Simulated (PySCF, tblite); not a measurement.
C5H6NO2S (charge -1).
SMILES: `c1([S-])oc(NC)cc1O`

Jobs on this species (15 atoms, 76 electrons) with PySCF (density fitting) and tblite. Hardware of each: Arm Neoverse V1, one thread, shared host. The host was shared with other jobs, so the times are rough.

Question: Rank these jobs by wall time, shortest first.
A. wB97X-D/def2-SVPD; 8 singlets by full TDDFT, 3 Tamm–Dancoff triplets, polarisability, density and orbital grids written; 241 basis functions
B. PBE0/pcSseg-1; shieldings, ring-centre shieldings, charges and field gradients; 190 basis functions
C. GFN2-xTB; L-BFGS relaxation

Answer: C (0.77 s), B (32 s), A (71 s).

All jobs:

```csv
level and settings,work,basis functions,SCF cycles,wall time
GFN2-xTB,Hessian by finite differences,–,–,0.53 s
GFN2-xTB,L-BFGS relaxation,–,–,0.77 s
PBE0/pcSseg-1,"shieldings, ring-centre shieldings, charges and field gradients",190,14,32 s
wB97X-D/def2-SVPD,"8 singlets by full TDDFT, 3 Tamm–Dancoff triplets, polarisability, density and orbital grids written",241,15,71 s
```

What do all jobs in the table cost together?

About 1.7 min; the longest takes about 68 % of that, and about 130 times as long as the shortest.
